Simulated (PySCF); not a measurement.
Species: C4H10N2Si.
Numbering: `[CH2:1]=[CH:2][N:3]1[CH2:4][CH2:5][NH:6][SiH2:7]1` (hydrogens: H8, H9 on C1; H10 on C2; H11, H12 on C4; H13, H14 on C5; H15 on N6; H16, H17 on Si7)

The same species was optimised twice, with GFN2-xTB and with PBE0-D3(BJ)/def2-SVP (PySCF), and the same property calculations (PySCF, gas phase) were run on both structures.

```csv
coordinate,GFN2-xTB,PBE0-D3(BJ)/def2-SVP,change
N3–Si7 (Å),1.729,1.755,+0.026
C1=C2 (Å),1.330,1.344,+0.014
N6–Si7 (Å),1.716,1.729,+0.013
C2–N3 (Å),1.370,1.377,+0.007
C5–N6 (Å),1.447,1.453,+0.006
N3–C4 (Å),1.446,1.452,+0.006
C4–C5 (Å),1.529,1.530,+0.001
C4–N3–Si7 (°),113.1,111.3,-1.8
C5–N6–Si7 (°),112.4,111.1,-1.3
C2–N3–Si7 (°),126.2,127.1,+0.9
N3–Si7–N6 (°),91.8,92.5,+0.7
C2–N3–C4 (°),119.7,120.2,+0.5
C4–C5–N6 (°),106.3,106.6,+0.3
C1–C2–N3 (°),127.5,127.3,-0.2
N3–C4–C5 (°),107.3,107.3,0.0
C1–C2–N3–C4 (°),0,0,0
```

Rotational constants: A = 4206, B = 1743, C = 1281 MHz (GFN2-xTB) against A = 4171, B = 1706, C = 1260 MHz (PBE0-D3(BJ)/def2-SVP). Point groups within 0.08 Å: C1 and C1. Atoms that the bonding makes alike are paired by their places after alignment.

On the GFN2-xTB structure: lowest singlet, TDDFT (eV) 5.30 [CAM-B3LYP/def2-SVPD]; isotropic polarisability (au) 87.6 [CAM-B3LYP/def2-SVPD]; HOMO (eV) -7.10 [CAM-B3LYP/def2-SVPD]; LUMO (eV) 0.97 [CAM-B3LYP/def2-SVPD]; dipole (D) 1.99 [CAM-B3LYP/def2-SVPD]; HOMO (eV) -5.77 [PBE0/pcSseg-1]; LUMO (eV) 0.38 [PBE0/pcSseg-1]; dipole (D) 2.04 [PBE0/pcSseg-1]; GIAO shielding of C1 (ppm) 100.8 [PBE0/pcSseg-1]; GIAO shielding of C2 (ppm) 44.6 [PBE0/pcSseg-1]; GIAO shielding of N3 (ppm) 182.4 [PBE0/pcSseg-1]; GIAO shielding of C4 (ppm) 140.0 [PBE0/pcSseg-1]; GIAO shielding of C5 (ppm) 139.4 [PBE0/pcSseg-1]; GIAO shielding of N6 (ppm) 246.6 [PBE0/pcSseg-1]; GIAO shielding of Si7 (ppm) 376.0 [PBE0/pcSseg-1].

Task: What do these properties become on the PBE0-D3(BJ)/def2-SVP structure?

Result: 
```
                                    property                level  on GFN2-xTB  on PBE0-D3(BJ)/def2-SVP  change
                  lowest singlet, TDDFT (eV)  CAM-B3LYP/def2-SVPD         5.30                     5.31   +0.01
               isotropic polarisability (au)  CAM-B3LYP/def2-SVPD         87.6                     89.8    +2.2
                                   HOMO (eV)  CAM-B3LYP/def2-SVPD        -7.10                    -7.10    0.00
                                   LUMO (eV)  CAM-B3LYP/def2-SVPD         0.97                     0.97    0.00
                                  dipole (D)  CAM-B3LYP/def2-SVPD         1.99                     2.04   +0.05
energy, GFN2-xTB geometry as zero (kcal/mol)  CAM-B3LYP/def2-SVPD          0.0                     -2.2    -2.2
                                   HOMO (eV)        PBE0/pcSseg-1        -5.77                    -5.77    0.00
                                   LUMO (eV)        PBE0/pcSseg-1         0.38                     0.38    0.00
                                  dipole (D)        PBE0/pcSseg-1         2.04                     2.09   +0.05
energy, GFN2-xTB geometry as zero (kcal/mol)        PBE0/pcSseg-1          0.0                     -1.7    -1.7
                  GIAO shielding of C1 (ppm)        PBE0/pcSseg-1        100.8                     96.5    -4.3
                  GIAO shielding of C2 (ppm)        PBE0/pcSseg-1         44.6                     41.3    -3.3
                  GIAO shielding of N3 (ppm)        PBE0/pcSseg-1        182.4                    180.3    -2.1
                  GIAO shielding of C4 (ppm)        PBE0/pcSseg-1        140.0                    138.1    -1.9
                  GIAO shielding of C5 (ppm)        PBE0/pcSseg-1        139.4                    138.0    -1.4
                  GIAO shielding of N6 (ppm)        PBE0/pcSseg-1        246.6                    245.9    -0.7
                 GIAO shielding of Si7 (ppm)        PBE0/pcSseg-1        376.0                    375.7    -0.3
```

The heavy atoms differ by 0.029 Å rms after alignment (one structure mirrored). Among bonds between heavy atoms N3–Si7 changes most (+0.026 Å). Changes are differences of the printed values. Neither structure is proved a minimum here.
